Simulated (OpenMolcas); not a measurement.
Re5+ (d2) among equal point charges was computed by CASSCF with the d shell active (OpenMolcas, ANO-RCC-VDZP on the metal). Its lowest spin-free states, and all those of the highest spin:

| 2S+1 | Degeneracy | E (cm-1) |
| --- | --- | --- |
| 3 | 1 | 0.0 |
| 3 | 2 | 1575 |
| 3 | 1 | 5289 |
| 3 | 2 | 9086 |
| 1 | 1 | 10648 |
| 1 | 1 | 11783 |
| 3 | 1 | 13147 |
| 1 | 1 | 14153 |
| 1 | 2 | 14163 |
| 1 | 1 | 19123 |
| 3 | 2 | 19590 |
| 1 | 1 | 19916 |
| 3 | 1 | 33422 |

Task: Is the site octahedral, tetrahedral or cube-like, axial, or of lower symmetry?

Result: The states with 2S+1 = 3 have orbital degeneracies 1, 2, 1, 2, 1, 2, 1. There are pairs but no triples, so the site is axial: not cubic, but with a proper or improper axis of order three or more. The run had Re5+ among 5 point charges of -2 e arranged as a square pyramid (C4v), 2.13 Å from the ion, with the axial distance 2.300 Å.

Spin-orbit coupling mixes the spin-free states strongly: the lowest level takes only 52 % from its leading state, 2S+1 = 3, which lies 1575 cm-1 above the lowest spin-free state. Without dynamic correlation the repulsion within the d shell is too large (B by tens of per cent), so at a given field states of lower spin stand too high. This is an electrostatic model: the charges have no orbitals. An unlabelled pair can be two single states that coincide in this model. No measured value stands beside these numbers.
